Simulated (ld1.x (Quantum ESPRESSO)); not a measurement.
LDA (PZ) ultrasoft dataset for O (Z = 8), non-relativistic all-electron reference.

O, ultrasoft, made with ld1.x (Quantum ESPRESSO) 7.5 (LDA (PZ), non-relativistic). Core [He], reference 2s1.75 2p4.25. Waves: 2s (bound): rcut 0.75, rcutus 1.05 bohr; 2s channel at -1.05 Ry: rcut 0.75, rcutus 1.05 bohr; 2p (bound): rcut 1.70, rcutus 2.00 bohr; 2p channel at 0.85 Ry: rcut 1.70, rcutus 2.00 bohr; 3d channel at 0.5 Ry: rcut 1.70, rcutus 1.85 bohr; 3d channel at 1.2 Ry: rcut 1.70, rcutus 1.85 bohr. Local part: all-electron potential smoothed inside 0.90 bohr (lloc = -1). Core correction: none. Augmentation charge: PSQ, inside the norm-conserving radii.

All-electron outer shells of the reference configuration (LDA (PZ), non-relativistic, ld1.x):

```
shell  level (eV)  outermost node (bohr)  outermost maximum (bohr)
   2s      -23.82                   0.28                      0.88
   2p       -9.31                      –                      0.82
```

(1) Is the overlap operator S = 1 + Σ q|β⟩⟨β| positive definite (Bessel basis up to 400 Ry)?

(2) Tests: 2s2 2p4; 2s2 2p3; 2s2 2p2; 2s2 2p4.3; 2s2 2p3.5; 2s1 2p5; 2s1 2p4. Which has the largest error in its energy relative to the reference configuration, and how large is it?

Results:

(1) No: its lowest eigenvalue is -0.802, in the p channel, so the generalised eigenproblem breaks down once the basis is large enough.

(2) 2s2 2p2, with +198 meV (all-electron minus pseudo) on +46.68 eV.

The ghost test of this file was not conclusive. Its overlap operator is not positive definite in a basis up to 400 Ry (lowest eigenvalue p -0.80), so the file is unfit for use: the generalised eigenproblem breaks down once the basis is large enough, and its test numbers describe a broken file.
